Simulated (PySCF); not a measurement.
BI₂, SMILES I[B]I (connectivity only; charge and spin as stated), charge +1, multiplicity 1. The structure is a stationary point at ωB97X-D3(BJ)/def2-TZVP. The multiplicity is an assumed one; other spin states were not compared. The isomer is the one that the SMILES or the coordinates give; other isomers of the formula were not compared. The def2 effective core potentials stand for the cores of I; spin–orbit coupling is left out.

Method: ωB97X-D3(BJ)/def2-TZVP (PySCF 2.14.0).

Harmonic wavenumbers (cm⁻¹): 235, 236, 236, 1120. Rotational constants (GHz): 0.5174 (linear); symmetry number 2.

### Question
Work out the zero-point energy and the ideal-gas rigid-rotor harmonic-oscillator thermochemistry at 298.15 K and 1 atm.

### Answer
ZPE = ½ Σ hcν = ½ × 1827 cm⁻¹ = 2.61 kcal/mol. H − E(el) = 5.65 kcal/mol. Entropy in cal/(mol K): translation 42.62, rotation 19.28, vibration 5.57, total 67.46. G − E(el) = -14.46 kcal/mol. Cp = 12.58 cal/(mol K).
